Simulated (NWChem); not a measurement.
Everything below was run with NWChem. System: CH$_{3}$Se$_{2}$, charge 1, spin multiplicity 1, at the geometry of a parent with another charge or spin, in a state set for the comparison that need not be this species' ground state. Level: RHF/def2-TZVP.

The NWChem input:

```
start mol
memory heap 200 mb stack 900 mb global 1100 mb
charge 1
geometry units angstroms nocenter noautoz
  C      2.122712     0.402059     0.000000
  Se     0.566360    -0.776067     0.000000
  Se    -1.153502     0.651667     0.000000
  H      2.105293     1.028327     0.900734
  H      3.015990    -0.239404     0.000000
  H      2.105293     1.028327    -0.900734
  symmetry group Cs
end
basis spherical
  * library def2-tzvp
end
scf
  rhf
  nopen 0
  maxiter 100
  thresh 1e-7
  semidirect memsize 60000000 filesize 0
end
task scf energy
```

Output (cleaned and shortened):

```
             Northwest Computational Chemistry Package (NWChem) 7.3.0
             --------------------------------------------------------

                                NWChem Input Module
                                -------------------

 Scaling coordinates for geometry "geometry" by  1.889725989
 (inverse scale =  0.529177249)

 Turning off AUTOSYM since
 SYMMETRY directive was detected!

                             Geometry "geometry" -> ""
                             -------------------------

 Output coordinates in angstroms (scale by  1.889725989 to convert to a.u.)

  No.       Tag          Charge          X              Y              Z
 ---- ---------------- ---------- -------------- -------------- --------------
    1 C                    6.0000     2.12271200     0.40205900     0.00000000
    2 Se                  34.0000     0.56636000    -0.77606700     0.00000000
    3 Se                  34.0000    -1.15350200     0.65166700     0.00000000
    4 H                    1.0000     2.10529300     1.02832700     0.90073400
    5 H                    1.0000     3.01599000    -0.23940400     0.00000000
    6 H                    1.0000     2.10529300     1.02832700    -0.90073400

 Effective nuclear repulsion energy (a.u.)     407.5450304997

            Nuclear Dipole moment (a.u.)
            ----------------------------
        X                 Y               Z
 ---------------- ---------------- ----------------
     0.0000377945     0.0000075589     0.0000000000

      Symmetry information
      --------------------

 Group name             Cs
 Group number              2
 Group order               2
 No. of unique centers     5

      Symmetry unique atoms

     1    2    3    4    5


 Summary of "ao basis" -> "" (spherical)
 ------------------------------------------------------------------------------
       Tag                 Description            Shells   Functions and Types
 ---------------- ------------------------------  ------  ---------------------
 *                         def2-tzvp                  on all atoms

 Summary of "ao basis" -> "ao basis" (spherical)
 ------------------------------------------------------------------------------
       Tag                 Description            Shells   Functions and Types
 ---------------- ------------------------------  ------  ---------------------
 C                         def2-tzvp                11       31   5s3p2d1f
 Se                        def2-tzvp                16       48   6s5p4d1f
 H                         def2-tzvp                 4        6   3s1p

                                 NWChem SCF Module
                                 -----------------

  ao basis        = "ao basis"
  functions       =   145
  atoms           =     6
  closed shells   =    38
  open shells     =     0
  charge          =   1.00
  wavefunction    = RHF
  use symmetry    = T
  symmetry adapt  = T

 Summary of "ao basis" -> "ao basis" (spherical)
 ------------------------------------------------------------------------------
       Tag                 Description            Shells   Functions and Types
 ---------------- ------------------------------  ------  ---------------------
 C                         def2-tzvp                11       31   5s3p2d1f
 Se                        def2-tzvp                16       48   6s5p4d1f
 H                         def2-tzvp                 4        6   3s1p

      Symmetry analysis of basis
      --------------------------
[...]
    41 a'         42 a'         43 a'         44 a"         45 a'
    46 a'         47 a"         48 a'

             Final eigenvalues
             -----------------

              1
    1 -461.1376
    2 -461.1201
    3  -60.9385
    4  -60.9216
    5  -54.5391
    6  -54.5389
    7  -54.5381
    8  -54.5230
    9  -54.5217
   10  -54.5199
   11  -11.4681
   12   -9.2020
   13   -9.1846
   14   -6.9334
   15   -6.9333
   16   -6.9297
   17   -6.9201
   18   -6.9152
   19   -6.9070
   20   -2.9233
   21   -2.9226
   22   -2.9196
   23   -2.9179
   24   -2.9168
   25   -2.9114
   26   -2.9107
   27   -2.9001
   28   -2.8940
   29   -2.8922
   30   -1.2585
   31   -1.1405
   32   -0.9994
   33   -0.7937
   34   -0.7917
   35   -0.7242
   36   -0.6696
   37   -0.6108
   38   -0.5817
   39   -0.2790
   40   -0.1235
   41   -0.0571
   42   -0.0030
   43    0.0350
   44    0.0455
   45    0.0758
   46    0.0901
   47    0.0992
   48    0.1113

                       ROHF Final Molecular Orbital Analysis
                       -------------------------------------

 Vector   36  Occ=2.000000D+00  E=-6.696298D-01  Symmetry=a'
              MO Center=  6.2D-02, -1.9D-01,  1.7D-14, r^2= 3.5D+00
   Bfn.  Coefficient  Atom+Function         Bfn.  Coefficient  Atom+Function
  ----- ------------  ---------------      ----- ------------  ---------------
    48      0.376873  2 Se py                95      0.331588  3 Se px
    42     -0.229201  2 Se py                89     -0.204103  3 Se px
    45      0.194729  2 Se py                92      0.172271  3 Se px
    36     -0.161826  2 Se s                 37     -0.153879  2 Se s

 Vector   37  Occ=2.000000D+00  E=-6.107854D-01  Symmetry=a"
              MO Center=  3.0D-02, -1.7D-01, -9.3D-14, r^2= 2.7D+00
   Bfn.  Coefficient  Atom+Function         Bfn.  Coefficient  Atom+Function
  ----- ------------  ---------------      ----- ------------  ---------------
    49      0.424104  2 Se pz                97      0.311287  3 Se pz
    43     -0.245104  2 Se pz                52      0.205903  2 Se pz
    46      0.203510  2 Se pz                91     -0.181111  3 Se pz

 Vector   38  Occ=2.000000D+00  E=-5.816708D-01  Symmetry=a'
              MO Center= -7.2D-01,  4.4D-01, -5.8D-14, r^2= 2.8D+00
   Bfn.  Coefficient  Atom+Function         Bfn.  Coefficient  Atom+Function
  ----- ------------  ---------------      ----- ------------  ---------------
    96      0.437194  3 Se py                95      0.306204  3 Se px
    90     -0.255961  3 Se py                93      0.224942  3 Se py
    99      0.220463  3 Se py                89     -0.179093  3 Se px
    48     -0.169520  2 Se py                92      0.158561  3 Se px
    98      0.158128  3 Se px

 Vector   39  Occ=0.000000D+00  E=-2.790097D-01  Symmetry=a"
              MO Center= -4.7D-01,  1.4D-01, -7.7D-14, r^2= 3.4D+00
   Bfn.  Coefficient  Atom+Function         Bfn.  Coefficient  Atom+Function
  ----- ------------  ---------------      ----- ------------  ---------------
    97      0.421920  3 Se pz               100      0.372795  3 Se pz
    49     -0.346165  2 Se pz                52     -0.299580  2 Se pz
    91     -0.256526  3 Se pz                94      0.216950  3 Se pz
    43      0.205522  2 Se pz                46     -0.179549  2 Se pz

 Vector   40  Occ=0.000000D+00  E=-1.234935D-01  Symmetry=a'
              MO Center= -2.9D-01, -1.7D-02, -6.8D-15, r^2= 4.9D+00
   Bfn.  Coefficient  Atom+Function         Bfn.  Coefficient  Atom+Function
  ----- ------------  ---------------      ----- ------------  ---------------
    50      0.602798  2 Se px                85      0.580049  3 Se s
    98      0.506789  3 Se px                37     -0.489803  2 Se s
    99     -0.448447  3 Se py                51     -0.412990  2 Se py
     5     -0.407172  1 C  s                 47      0.278287  2 Se px
    95      0.276569  3 Se px                96     -0.239494  3 Se py

 Vector   41  Occ=0.000000D+00  E=-5.711582D-02  Symmetry=a'
              MO Center=  9.6D-01, -3.3D-01, -1.7D-13, r^2= 5.4D+00
   Bfn.  Coefficient  Atom+Function         Bfn.  Coefficient  Atom+Function
  ----- ------------  ---------------      ----- ------------  ---------------
     5      2.135325  1 C  s                 50     -0.982095  2 Se px
    37     -0.931456  2 Se s                130     -0.600484  4 H  s
   142     -0.600484  6 H  s                 51     -0.540135  2 Se py
    12     -0.518136  1 C  px               136     -0.512587  5 H  s
    13     -0.304473  1 C  py                85     -0.243919  3 Se s

 center of mass
 --------------
 x =  -0.14846445 y =  -0.03455924 z =   0.00000000

 moments of inertia (a.u.)
 ------------------
         309.795926537980         287.045322353335           0.000000000000
         287.045322353335         725.142901014275           0.000000000000
           0.000000000000           0.000000000000        1023.259014195306

  Mulliken analysis of the total density
  --------------------------------------

    Atom       Charge   Shell Charges
 -----------   ------   -------------------------------------------------------
    1 C    6     6.34   0.85  1.12  0.48  0.75  0.03  1.21  1.50  0.34  0.02  0.05  0.00
    2 Se  34    33.56   2.00  2.00  1.17  0.77  1.04  0.88  6.00  5.93  0.88  2.13  0.56  8.97  1.04  0.04  0.13  0.02
    3 Se  34    33.68   2.00  2.00  1.17  0.77  1.07  0.93  6.00  5.93  0.86  2.10  0.74  8.97  1.03  0.01  0.08  0.01
    4 H    1     0.80   0.26  0.46  0.07  0.02
    5 H    1     0.80   0.26  0.46  0.07  0.02
    6 H    1     0.80   0.26  0.46  0.07  0.02

       Multipole analysis of the density wrt the origin
       ------------------------------------------------

     L   x y z        total         open         nuclear
     -   - - -        -----         ----         -------
     0   0 0 0      1.000000      0.000000     77.000000

     1   1 0 0      0.889286      0.000000      0.000038
     1   0 1 0      0.260267      0.000000      0.000008
     1   0 0 1      0.000000      0.000000      0.000000

     2   2 0 0    -19.836748      0.000000    361.182400
     2   1 1 0     -2.430389      0.000000   -113.464686
     2   1 0 1     -0.000000      0.000000      0.000000
     2   0 2 0    -27.623049      0.000000    135.909106
     2   0 1 1      0.000000      0.000000      0.000000
     2   0 0 2    -28.068167      0.000000      5.794564

 Task  times  cpu:        7.9s     wall:        7.9s

 Total times  cpu:        7.9s     wall:        7.9s
```
